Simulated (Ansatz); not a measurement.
Coupled-cluster diagnostics for cyclo-(H2SiNH)2 (Si2N2H6), Ansatz.

Geometry of the singlet (PBE-D4/def2-SVP):

Cartesian coordinates in Å:
```
Si -0.6764 0.8641 0.6547
H -0.2108 2.2363 1.0793
H -2.0937 0.7079 1.1515
N -0.4451 0.4404 -1.0410
Si 0.6763 -0.8642 -0.6547
H 2.0936 -0.7079 -1.1515
H 0.2108 -2.2364 -1.0793
N 0.4451 -0.4403 1.0410
H -1.0785 0.5442 -1.8324
H 1.0788 -0.5440 1.8323
```

Correlated methods freeze 12 core orbitals.

Q: Estimate the CCSD(T) correlation energy, the shares of MP2 and (T), T1 and the reference's ⟨S²⟩ for: charge 0, singlet, own geometry in def2-TZVPP; and the rough time on 2 threads of Arm Neoverse V2 on a shared host.

A: 
```
                          state       basis  correlation (eV)  MP2 share (%)  (T) share (%)     T1  ⟨S²⟩ (pure)  wall time
charge 0, singlet, own geometry  def2-TZVPP           -19.750           90.9            3.8  0.011  0.00 (0.00)    1.7 min
```
Customary marks for T1 are 0.02 (closed shells), 0.045 (open shells) and about 0.05 (3d metals). T1 stays under 0.02 throughout.
